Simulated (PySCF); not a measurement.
Gas-phase XPS of `[BH3-][AsH2+]C`, computed

CH8AsB.
Z-matrix (Å and degrees, PBE0-D3(BJ)/def2-SVP geometry), rows numbered from 1:
```
B 
As  1  2.0334
C   2  1.9362  1  115.57
H   1  1.2223  2  102.37  3    59.16
H   1  1.2222  2  102.47  3   -59.56
H   1  1.2189  2  105.28  3   179.77
H   2  1.5116  1  118.01  3  -120.69
H   2  1.5116  1  118.11  3   120.83
H   3  1.0974  2  111.80  1  -179.86
H   3  1.0984  2  108.17  1   -58.61
H   3  1.0984  2  108.19  1    58.88
```

Level of theory: PySCF 2.14.0, delta-SCF UKS SCAN, pcX-2 on the ionised atom, pcseg-1 elsewhere, spin-free X2C. Vertical ΔSCF values, vacuum level as zero.

**Question.** Give the core binding energies atom by atom.

**Answer.** 
| atom(s) | environment | level | binding energy (eV) | count |
| --- | --- | --- | --- | --- |
| B1 | four-coordinate boron | B 1s | 193.68 | 1 |
| C3 | methyl carbon | C 1s | 291.33 | 1 |

**Question.** Which photon wavelength matches the B 1s of B1 threshold?

**Answer.** λ = hc/E = 12398.42 eV Å / 193.68 eV = 64.015 Å.

**Question.** Give the binding energy of B 1s of B1 in hartree and in kJ/mol.

**Answer.** 193.68 eV = 7.1176 Eh = 18687 kJ/mol.

No level of arsenic is listed. Isolated species at its PBE0-D3(BJ)/def2-SVP geometry, gas phase.

The run took 13 s on one thread of an Arm Neoverse V1, on a shared host.
